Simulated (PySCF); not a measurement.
Compound: C₉H₉N.
Structure used (PBE0-D3(BJ)/def2-SVP), in Å, numbered top down from 1:
```
atom  x, y, z in Å
C1     2.237    0.971    2.612
C2     1.401    0.704    1.597
C3     1.849    0.252    0.293
C4     1.086   -0.127   -0.755
C5    -0.373   -0.263   -0.812
C6    -1.152   -0.738    0.255
C7    -2.532   -0.840    0.098
N8    -3.178   -0.519   -1.021
C9    -2.442   -0.087   -2.043
C10   -1.058    0.049   -1.996
H11    3.318    0.831    2.511
H12    1.869    1.334    3.575
H13    0.327    0.861    1.739
H14    2.934    0.265    0.138
H15    1.603   -0.337   -1.698
H16   -0.685   -1.060    1.187
H17   -3.147   -1.213    0.925
H18   -2.985    0.166   -2.962
H19   -0.512    0.406   -2.872
```

All values: PBE0/pcSseg-1 (PySCF, non-relativistic), on one gas-phase PBE0-D3(BJ)/def2-SVP geometry that isn't relaxed in the solvent. The solvent is an IEF-PCM continuum (cavity from Bondi-type radii × 1.2). The model holds no explicit solvent molecules, cavitation or dispersion.

Gas phase at PBE0/pcSseg-1: HOMO -6.77 eV, LUMO -1.81 eV, dipole 2.61 D.

Q: What does the continuum do to the energy, the frontier levels and the dipole at PBE0/pcSseg-1 in benzene?

A: 
```tsv
solvent	ε	E(solvent) − E(gas) (kJ/mol)	polarisation term (kJ/mol)	distortion of the solute (kJ/mol)	HOMO (eV)	LUMO (eV)	dipole (D)
benzene	2.271	-11.30	-12.08	0.78	-6.71	-1.76	3.04
```

The polarisation term is half the interaction of the solute with the surface charges that it induces; the rest is the cost of distorting the solute's density. The sum is the electrostatic part of solvation alone.

Q: Which radius a makes the point-dipole formula ΔE = −[(ε − 1)/(2ε + 1)]·μ²/a³ give the value in benzene, with the gas-phase dipole?

A: μ = 1.025 au and |ΔE| = 0.00431 Eh give a = 2.02 Å; the farthest nucleus lies 4.27 Å from the centroid of the nuclei, so such a sphere wouldn't even hold the nuclei. The formula assumes a rigid point dipole at the centre of a sphere.

Q: Which Hirshfeld charges (PBE0/pcSseg-1) respond most in benzene (means over atoms taken as equivalent)?

A: 
```
  atoms                          environment  gas (e)  solvent (e)  change
     N8               pyridine-type nitrogen   -0.167       -0.183  -0.016
H16/H19                    aromatic hydrogen   +0.051       +0.056  +0.005
    H15                     vinylic hydrogen   +0.049       +0.053  +0.004
  C7/C9  aromatic CH next to a ring nitrogen   +0.015       +0.012  -0.003
    H14                     vinylic hydrogen   +0.050       +0.053  +0.003
    H11                     vinylic hydrogen   +0.048       +0.051  +0.003
H17/H18                    aromatic hydrogen   +0.052       +0.054  +0.002
    H12                     vinylic hydrogen   +0.051       +0.054  +0.003
     C2                     alkene CH carbon   -0.046       -0.048  -0.002
     C4                     alkene CH carbon   -0.045       -0.047  -0.002
    H13                     vinylic hydrogen   +0.044       +0.045  +0.001
     C3                     alkene CH carbon   -0.039       -0.040  -0.001
```
